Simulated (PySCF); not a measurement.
Calculation: PySCF 2.14.0 with PBE-D3(BJ)/def2-TZVP // PBE0-D3(BJ)/def2-TZVP. Gas-phase values, no solvent. One relaxed conformer stands for a flexible species; it need not be the lowest. Excitations are Tamm–Dancoff values on a coarser integration grid. The basis has no diffuse functions, so Rydberg states are missing or too high.

Reference species (SMILES): `[SiH3][Si@@H]1C[SiH2]1` (neutral, multiplicity 1).

```json
{
 "brightest of the four lowest singlets (TDA)": "5.14 eV",
 "LUMO": "-1.29 eV",
 "T1 excitation (TDA)": "3.91 eV",
 "HOMO": "-5.70 eV"
}
```

Changed species: `[SiH2]=[SiH]C[SiH3]` (Si–Si–C–Si torsion 71°).

Task: What does the change do to the brightest of the four lowest singlets (TDA), LUMO, T1 excitation (TDA) and HOMO?

Result: the brightest of the four lowest singlets (TDA) falls by 0.90 eV, to 4.24 eV; the LUMO decreases by 1.29 eV, to -2.58 eV; the T1 excitation (TDA) falls by 2.20 eV, to 1.71 eV; the HOMO increases by 0.66 eV, to -5.04 eV.
